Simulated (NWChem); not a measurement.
System: C₄H₄F₂; SMILES CC(F)=C=CF

NWChem input:

```
start job
memory heap 200 mb stack 900 mb global 1100 mb
geometry units angstroms noautosym nocenter noautoz
  C     -1.190598     1.798576    -0.120337
  C      0.023189     0.936770     0.010632
  F      1.173790     1.644794    -0.129724
  C      0.062256    -0.365560     0.237023
  C      0.057775    -1.652663     0.512368
  F      0.034784    -2.621795    -0.428054
  H     -1.191572     2.302171    -1.109635
  H     -1.176437     2.595175     0.652871
  H     -2.116118     1.205076    -0.014648
  H      0.074539    -2.075707     1.533793
end
basis spherical
  * library def2-svp
end
dft
  xc pbe0
  iterations 150
end
cosmo
  dielec 37.5
end
task dft energy
```

Output (shortened):

```
             Northwest Computational Chemistry Package (NWChem) 7.3.0
             --------------------------------------------------------

                             Geometry "geometry" -> ""
                             -------------------------

 Output coordinates in angstroms (scale by  1.889725989 to convert to a.u.)

  No.       Tag          Charge          X              Y              Z
 ---- ---------------- ---------- -------------- -------------- --------------
    1 C                    6.0000    -1.19059800     1.79857600    -0.12033700
    2 C                    6.0000     0.02318900     0.93677000     0.01063200
    3 F                    9.0000     1.17379000     1.64479400    -0.12972400
    4 C                    6.0000     0.06225600    -0.36556000     0.23702300
    5 C                    6.0000     0.05777500    -1.65266300     0.51236800
    6 F                    9.0000     0.03478400    -2.62179500    -0.42805400
    7 H                    1.0000    -1.19157200     2.30217100    -1.10963500
    8 H                    1.0000    -1.17643700     2.59517500     0.65287100
    9 H                    1.0000    -2.11611800     1.20507600    -0.01464800
   10 H                    1.0000     0.07453900    -2.07570700     1.53379300

 Effective nuclear repulsion energy (a.u.)     209.2149437089

                                 NWChem DFT Module
                                 -----------------

 Summary of "ao basis" -> "ao basis" (spherical)
 ------------------------------------------------------------------------------
       Tag                 Description            Shells   Functions and Types
 ---------------- ------------------------------  ------  ---------------------
 C                          def2-svp                 6       14   3s2p1d
 F                          def2-svp                 6       14   3s2p1d
 H                          def2-svp                 3        5   2s1p

 in cosmo_initialize ...

 solvent parameters
 solvname_short: unkn
 solvname_long:  unknown
 dielec:       37.5000

          ---------------
          -cosmo- solvent
          ---------------
 Cosmo: York-Karplus, doi: 10.1021/jp992097l
 dielectric constant -eps-     =  37.50
 screen = (eps-1)/(eps    )    =   0.97333
 surface charge correction     = lagrangian

   van der Waals surface
 --------------------------

 ---------- ATOMIC COORDINATES (A.U.) ------------ VDWR(ANG.) --
     1   -2.24990398    3.39881581   -0.22740396     2.000
     2    0.04382086    1.77023861    0.02009157     2.000
     3    2.21814147    3.10820997   -0.24514281     1.720
     4    0.11764678   -0.69080823    0.44790852     2.000
     5    0.10917892   -3.12308022    0.96823513     2.000
     6    0.06573223   -4.95447415   -0.80890477     1.720
     7   -2.25174458    4.35047237   -2.09690610     1.300
     8   -2.22314357    4.90416964    1.23374730     1.300
     9   -3.99888318    2.27726344   -0.02768071     1.300
    10    0.14085829   -3.92251746    2.89844849     1.300
 number of segments per atom =         32
 number of   points per atom =         32
 atom (   nspa,  nppa )
 ----------------------
    1 (     20,     0 )       0
    2 (     11,     0 )       0
    3 (     22,     0 )       0
    4 (     18,     0 )       0
    5 (     18,     0 )       0
    6 (     20,     0 )       0
    7 (     15,     0 )       0
    8 (     12,     0 )       0
    9 (     15,     0 )       0
   10 (     16,     0 )       0
 number of -cosmo- surface points =      167
 molecular surface =    126.768 angstrom**2
 molecular volume  =    107.250 angstrom**3
 G(cav/disp)       =      1.494 kcal/mol
 -lineq- algorithm             =   0
 -bem- low  level              =   2
 -bem- from -octahedral-
 gaussian surface charge width =   4.50000
 degree of switching           =   1.00000
 switching function tolerance  =   0.00010
 atomic radii =
 --------------
    1  6.000  2.000
    2  6.000  2.000
    3  9.000  1.720
    4  6.000  2.000
    5  6.000  2.000
    6  9.000  1.720
    7  1.000  1.300
    8  1.000  1.300
    9  1.000  1.300
   10  1.000  1.300
 ...... end of -cosmo- initialization ......

            General Information
            -------------------
          SCF calculation type: DFT
          Wavefunction type:  closed shell.
          No. of atoms     :    10
          No. of electrons :    46
           Alpha electrons :    23
            Beta electrons :    23
          Charge           :     0
          Spin multiplicity:     1
          Use of symmetry is: off; symmetry adaption is: off
          Maximum number of iterations: 150
          AO basis - number of functions:   104
                     number of shells:    48
          Convergence on energy requested:  1.00D-06
          Convergence on density requested:  1.00D-05
          Convergence on gradient requested:  5.00D-04

              XC Information
              --------------
                         PBE0 Method XC Functional
                     Hartree-Fock (Exact) Exchange  0.250
          PerdewBurkeErnzerhof Exchange Functional  0.750
            Perdew 1991 LDA Correlation Functional  1.000 local
           PerdewBurkeErnz. Correlation Functional  1.000 non-local

             Grid Information
             ----------------
          Grid used for XC integration:  medium
          Radial quadrature: Mura-Knowles
          Angular quadrature: Lebedev.
          Tag              B.-S. Rad. Rad. Pts. Rad. Cut. Ang. Pts.
          ---              ---------- --------- --------- ---------
          C                   0.70       49          11.0       434
          F                   0.50       49          13.0       434
          H                   0.35       45          12.0       434
          Grid pruning is: on
          Number of quadrature shells:   474
          Spatial weights used:  Erf1

      Superposition of Atomic Density Guess
      -------------------------------------

 Sum of atomic energies:        -351.08138089

      Non-variational initial energy
      ------------------------------

 Total energy =    -353.821722
 1-e energy   =    -897.261363
 2-e energy   =     334.224697
 HOMO         =      -0.282583
 LUMO         =       0.021633

   convergence    iter        energy       DeltaE   RMS-Dens  Diis-err
 ---------------- ----- ----------------- --------- --------- ---------
     COSMO gas phase
 d= 0,ls=0.0,diis     1   -353.6847648475 -5.63D+02  1.55D-02  8.94D-01
 d= 0,ls=0.0,diis     2   -353.6549216473  2.98D-02  8.10D-03  1.42D+00
 d= 0,ls=0.0,diis     3   -353.7913080158 -1.36D-01  1.19D-03  2.39D-02
 d= 0,ls=0.0,diis     4   -353.7931939968 -1.89D-03  5.36D-04  3.29D-03
 d= 0,ls=0.0,diis     5   -353.7935287347 -3.35D-04  1.93D-04  7.64D-04
  Resetting Diis
 d= 0,ls=0.0,diis     6   -353.7936246984 -9.60D-05  4.27D-05  2.20D-05
 d= 0,ls=0.0,diis     7   -353.7936273713 -2.67D-06  1.87D-05  1.43D-06
 d= 0,ls=0.0,diis     8   -353.7936271950  1.76D-07  1.17D-05  2.88D-06
 d= 0,ls=0.0,diis     9   -353.7936275367 -3.42D-07  1.64D-06  6.12D-08

   convergence    iter        energy       DeltaE   RMS-Dens  Diis-err
 ---------------- ----- ----------------- --------- --------- ---------
     COSMO solvation phase
 d= 0,ls=0.0,diis     1   -353.7983592243 -4.73D-03  1.45D-03  2.15D-03
 d= 0,ls=0.0,diis     2   -353.7989479669 -5.89D-04  3.28D-04  8.32D-04
 d= 0,ls=0.0,diis     3   -353.7990044442 -5.65D-05  1.00D-04  2.42D-04
 d= 0,ls=0.0,diis     4   -353.7990254532 -2.10D-05  3.22D-05  1.30D-05
 d= 0,ls=0.0,diis     5   -353.7990268576 -1.40D-06  8.57D-06  8.20D-07
 d= 0,ls=0.0,diis     6   -353.7990269381 -8.05D-08  2.90D-06  1.82D-07

         Total DFT energy =     -353.799026938137
      One electron energy =     -900.937376349746
           Coulomb energy =      381.331548948098
    Exchange-Corr. energy =      -43.608420789711
 Nuclear repulsion energy =      209.214943708860

             COSMO energy =        0.200277544362

 Numeric. integr. density =       45.999999363555

                                   COSMO solvation results
                                   -----------------------

                 gas phase energy =      -353.793627536723
                 sol phase energy =      -353.799026938137
 (electrostatic) solvation energy =         0.005399401414 (    3.39 kcal/mol)

                       DFT Final Molecular Orbital Analysis
                       ------------------------------------

 Vector   21  Occ=2.000000D+00  E=-3.948627D-01
              MO Center=  1.4D-01,  4.3D-01, -3.1D-02, r^2= 4.7D+00
   Bfn.  Coefficient  Atom+Function         Bfn.  Coefficient  Atom+Function
  ----- ------------  ---------------      ----- ------------  ---------------
    33      0.325892   3 F  py               32     -0.281742   3 F  px
     4      0.258506   1 C  px               36     -0.226863   3 F  py
    76     -0.216297   6 F  pz               35      0.196690   3 F  px
    75      0.196241   6 F  py               47     -0.188571   4 C  py
    19      0.178227   2 C  py               18     -0.158439   2 C  px

 Vector   22  Occ=2.000000D+00  E=-2.891623D-01
              MO Center=  3.6D-02, -9.5D-01,  2.3D-01, r^2= 2.2D+00
   Bfn.  Coefficient  Atom+Function         Bfn.  Coefficient  Atom+Function
  ----- ------------  ---------------      ----- ------------  ---------------
    46      0.411174   4 C  px               60      0.378185   5 C  px
    49      0.295585   4 C  px               74      0.277907   6 F  px
    77     -0.219101   6 F  px               63      0.201077   5 C  px
     5     -0.104270   1 C  py               33     -0.097917   3 F  py
    36      0.067828   3 F  py               32     -0.064506   3 F  px

 Vector   23  Occ=2.000000D+00  E=-2.818903D-01
              MO Center=  4.9D-02,  2.6D-01,  1.3D-01, r^2= 2.5D+00
   Bfn.  Coefficient  Atom+Function         Bfn.  Coefficient  Atom+Function
  ----- ------------  ---------------      ----- ------------  ---------------
    48      0.416384   4 C  pz               20      0.350460   2 C  pz
    51      0.304037   4 C  pz               34      0.233292   3 F  pz
    37     -0.184534   3 F  pz               23      0.177712   2 C  pz
    90     -0.119862   8 H  s                85      0.115399   7 H  s
   100     -0.112291  10 H  s                 6     -0.106049   1 C  pz

 Vector   24  Occ=0.000000D+00  E=-9.202668D-03
              MO Center= -1.7D-02,  7.8D-02,  1.2D-01, r^2= 3.3D+00
   Bfn.  Coefficient  Atom+Function         Bfn.  Coefficient  Atom+Function
  ----- ------------  ---------------      ----- ------------  ---------------
    23      0.496334   2 C  pz               20      0.480829   2 C  pz
    51     -0.384440   4 C  pz               48     -0.346988   4 C  pz
   101      0.268534  10 H  s                86      0.258571   7 H  s
    73     -0.239533   6 F  s                91     -0.240568   8 H  s
    65     -0.224168   5 C  pz               64     -0.192883   5 C  py

 Vector   25  Occ=0.000000D+00  E=-6.496521D-03
              MO Center=  7.9D-02, -7.1D-01,  3.1D-01, r^2= 2.8D+00
   Bfn.  Coefficient  Atom+Function         Bfn.  Coefficient  Atom+Function
  ----- ------------  ---------------      ----- ------------  ---------------
    63      0.542821   5 C  px               60      0.469968   5 C  px
    49     -0.443094   4 C  px               46     -0.378101   4 C  px
     3     -0.240806   1 C  s                21     -0.232705   2 C  px
    31      0.220356   3 F  s                74      0.180756   6 F  px
    77     -0.178351   6 F  px               18     -0.161411   2 C  px

 Vector   26  Occ=0.000000D+00  E= 9.192636D-02
              MO Center= -1.5D+00,  2.0D+00, -1.0D-01, r^2= 4.8D+00
   Bfn.  Coefficient  Atom+Function         Bfn.  Coefficient  Atom+Function
  ----- ------------  ---------------      ----- ------------  ---------------
     3      2.803966   1 C  s                91     -1.194486   8 H  s
    96     -1.189916   9 H  s                86     -1.150648   7 H  s
    17     -0.672908   2 C  s                59      0.317303   5 C  s
    45     -0.294813   4 C  s                22     -0.257431   2 C  py
     8      0.232420   1 C  py              101     -0.209003  10 H  s

     Multipole analysis of the density
     ---------------------------------

     L   x y z        total         alpha         beta         nuclear
     -   - - -        -----         -----         ----         -------
     0   0 0 0     -0.000000    -23.000000    -23.000000     46.000000

     1   1 0 0     -0.782461     -0.564433     -0.564433      0.346406
     1   0 1 0      0.447969      0.661981      0.661981     -0.875994
     1   0 0 1      0.512983      0.369407      0.369407     -0.225832

     2   2 0 0    -25.051057    -62.966715    -62.966715    100.882373
     2   1 1 0     -2.600971      8.293974      8.293974    -19.188919
     2   1 0 1      0.257164     -0.446922     -0.446922      1.151009
     2   0 2 0    -24.700681   -272.809765   -272.809765    520.918850
     2   0 1 1     -2.673149      3.521620      3.521620     -9.716388
     2   0 0 2    -23.708601    -25.800311    -25.800311     27.892020
```

Level: PBE0/def2-SVP, COSMO on the gas-phase geometry. Geometry: optimised at PBE-D3(BJ)/def2-SVP. COSMO prints the solvation energy as gas minus solution, so a positive value is a stabilisation.
